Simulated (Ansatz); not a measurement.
Input (CCSDT(Q)/cc-pV(D+d)Z; Ansatz, a quantum-chemistry and plane-wave program): A basis named .json is the Basis Set Exchange file of that set.

Ansatz 0.2 input:
```yaml
crystal:
  periodic: [false, false, false]
  atoms:
    - {symbol: B, position_ang: [-0.32184108, -0.40720379, -0.63172464]}
    - {symbol: H, position_ang: [-0.76108705, -1.06925390, -1.51943069]}
    - {symbol: Si, position_ang: [-0.63071407, 1.48249662, -0.69022064]}
    - {symbol: H, position_ang: [-0.14630940, 2.42706158, 0.34026085]}
    - {symbol: H, position_ang: [-1.37192568, 2.21253449, -1.74449013]}
    - {symbol: Si, position_ang: [0.69966270, -1.26683048, 0.85640507]}
    - {symbol: H, position_ang: [1.17496934, -0.29780467, 1.87766898]}
    - {symbol: H, position_ang: [1.89241474, -1.98048484, 0.32520418]}
    - {symbol: H, position_ang: [-0.14413736, -2.27535955, 1.55282803]}
basis:
  gaussian:
    orbitals: cc-pV_D+d_Z.json
magnetization: {spin_polarized: true, initial_magnetization: 1}
correlation: {method: ccsdt_q, electrons: outside_noble_gas}
```

Output:

```
Functional definition: HF
integrals: 0.23 GiB planned
1775 factors; integrals over basis functions are off by at most 2.4e-7 eV
mean field: 0.56 GiB planned
mean field evaluation 1: about -16487.7835 eV, gradient 1.2e1 eV
mean field evaluation 2: about -16487.8218 eV, gradient 1.2e1 eV
mean field evaluation 4: about -16489.5016 eV, gradient 1.5e0 eV
mean field evaluation 8: about -16489.5512 eV, gradient 1.6e-1 eV
mean field evaluation 16: about -16489.2696 eV, gradient 3.9e0 eV
mean field evaluation 32: about -16486.4219 eV, gradient 8.4e-2 eV
mean field evaluation 64: about -16486.4190 eV, gradient 1.0e-1 eV
mean field -16489.55260365 eV, -605.9798811639 hartree, gradient 3.3e-6 eV, S^2 0.760979; 1 other end points of the search recorded, 0 dependent functions left out
determinant -16489.55260365 eV, -605.9798811639 hartree, with singles and doubles -16498.69577677 eV, -606.3158865785 hartree
determinant -16486.42153087 eV, -605.8648163616 hartree, with singles and doubles -16496.11154157 eV, -606.2209176868 hartree
11 core orbitals not correlated
reference -16489.55260365 eV, -605.9798811639 hartree; 9, 8 occupied and 70, 71 virtual orbitals, 1775 factors
second order -7.47426316 eV of doubles, -0.00000000 eV of singles
coupled cluster: 5.95 GiB planned
cycle   1  -8.69117612 eV  change    -1.2e0 eV  update   9.6e-2
cycle   2  -9.34670714 eV  change   -6.6e-1 eV  update   3.9e-2
cycle   3  -9.45059308 eV  change   -1.0e-1 eV  update   1.7e-2
cycle   4  -9.44865491 eV  change    1.9e-3 eV  update   7.4e-3
cycle   5  -9.44998042 eV  change   -1.3e-3 eV  update   3.5e-3
cycle   6  -9.44853914 eV  change    1.4e-3 eV  update   1.7e-3
cycle   7  -9.44765951 eV  change    8.8e-4 eV  update   7.7e-4
cycle   8  -9.44831378 eV  change   -6.5e-4 eV  update   3.4e-4
cycle   9  -9.44853516 eV  change   -2.2e-4 eV  update   1.3e-4
cycle  10  -9.44835647 eV  change    1.8e-4 eV  update   5.4e-5
cycle  11  -9.44831794 eV  change    3.9e-5 eV  update   2.8e-5
cycle  12  -9.44833145 eV  change   -1.4e-5 eV  update   1.1e-5
cycle  13  -9.44834714 eV  change   -1.6e-5 eV  update   5.5e-6
cycle  14  -9.44835922 eV  change   -1.2e-5 eV  update   2.3e-6
cycle  15  -9.44836118 eV  change   -2.0e-6 eV  update   9.4e-7
perturbative correction -0.01208411 eV, -0.0004440828 hartree
Total energy: -16499.01304894 eV, -606.3275461159 hartree
```
